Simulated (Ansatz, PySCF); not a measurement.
Reaction (SMILES): C=CC[SiH3] [prop-2-enylsilane] → [CH]=CC[SiH3] + H atom (the C-H bond at the site shown breaks; other sites are not compared here)
Geometries: B3LYP-D3(BJ)/def2-TZVP minima from Ansatz (a program for electronic structure), one conformer each, not searched for the lowest. Frequencies are from Ansatz or PySCF. Markedly spin-contaminated UHF reference, which strains HF, MP2 and, less, CCSD(T): [CH]=CC[SiH3].

Wanted: bond dissociation energy (enthalpy at 298 K, with B3LYP-D3(BJ) rigid-rotor harmonic-oscillator terms), in kJ/mol. Valence correlation only, unless marked. Open shells are spin-unrestricted. Spin-orbit coupling is left out. No relativistic terms. Basis-set limits of correlation are two-point, X^-3; Hartree-Fock from the larger set.

CCSD(T)/CBS(aug-cc-pV(T+d)Z,aug-cc-pV(Q+d)Z) (Ansatz) gives 467.4 kJ/mol.

Q: Another calculation gave 448.8 kJ/mol. Which level was it?
A) SVWN5/def2-TZVPD (Ansatz)
B) revPBE/def2-TZVPD (Ansatz)
C) PBE0/def2-TZVPD (Ansatz)
D) wB97M-V/def2-TZVPD (Ansatz)

A: C, PBE0/def2-TZVPD (Ansatz). The others give 465.3 (wB97M-V), 496.7 (SVWN5), 438.2 (revPBE) kJ/mol.
